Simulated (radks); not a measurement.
Problem. The mean radii <r> (bohr) of the occupied orbitals of an atom or ion are listed with their occupations. All-electron calculation, Dirac Kohn-Sham, PBE, spin-unpolarised, spherical densities, finite nucleus; Fermi nuclear charge, rms radius of each element as measured or else 0.836 A^(1/3) + 0.57 fm. Program: a radial shooting solver on a logarithmic mesh with Libxc functionals.

orbital  occ.      <r>
1s1/2       2  0.01744
2s1/2       2  0.07297
2p1/2       2  0.06017
2p3/2       4  0.06848
3s1/2       2   0.1899
3p1/2       2   0.1801
3p3/2       4   0.1954
3d3/2       4   0.1705
3d5/2       6   0.1752
4s1/2       2   0.4233
4p1/2       2   0.4267
4p3/2       4   0.4604
4d3/2       4   0.4719
4d5/2       6   0.4832
5s1/2       2   0.9795
5p1/2       2    1.065
4f5/2       6   0.5315
4f7/2       8   0.5392
5p3/2       4    1.165
5d3/2       4    1.624
5d5/2       3    1.687
6p1/2       1    3.362

Name the element and its charge. Open shells, if any, fill j = l - 1/2 first.

Solution. Z = 77, iridium, charge +1: Ir+ in [Xe] 4f14 5d7 6p1. The 1s radius gives Z: for a bare nucleus <r> = (2 gamma + 1)/(2Z) with gamma = sqrt(1 - (Z/c)^2), 0.01724 bohr for Z = 77, and screening makes it slightly larger (0.01744 here). The occupations add up to 76, and the charge is Z minus that.
